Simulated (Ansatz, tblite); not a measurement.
Cost and result up the ladder for In(H2O)H3 (InOH₅) (7 atoms). Charge 0, multiplicity 1. Geometry: PBE-D4/def2-TZVP.

```xyz
7

In   -0.8751   -0.0889    0.6652
O     1.1386   -0.2434   -0.7711
H     1.7740    0.4090   -0.4261
H     0.8768    0.0884   -1.6484
H    -0.9942   -1.7428    1.1742
H    -1.8279    0.4861   -0.6819
H    -0.0923    1.0916    1.6881
```

Ansatz on 4 threads of Arm Neoverse V1 on a shared host; xTB runs through tblite on one thread. Times are rough, summed over both states, and most runs start from the orbitals of an earlier one. PBE0-D4/def2-TZVP serves as the yardstick here, not as an exact answer. The other state is a triplet.

In the def2 sets In takes a core potential; there is no spin–orbit coupling. The xTB rows come from tblite.

Run but left out: PBE-D4/def2-TZVP (triplet: an occupied level 0.19 eV above an empty one).

xTB has no spin-polarisation term.

| level | functions | wall time | vertical triplet (eV) | difference from PBE0-D4/def2-TZVP (eV) |
| --- | --- | --- | --- | --- |
| GFN2-xTB | 18 | 0.004 s | 5.86 | 0.66 |
| GFN1-xTB | 23 | 0.006 s | 6.85 | 1.65 |
| PBE0-D4/def2-TZVP | 111 | 4.5 s | 5.21 | 0.00 |
| r2SCAN-D4/def2-TZVP | 111 | 6.9 s | 5.10 | -0.11 |
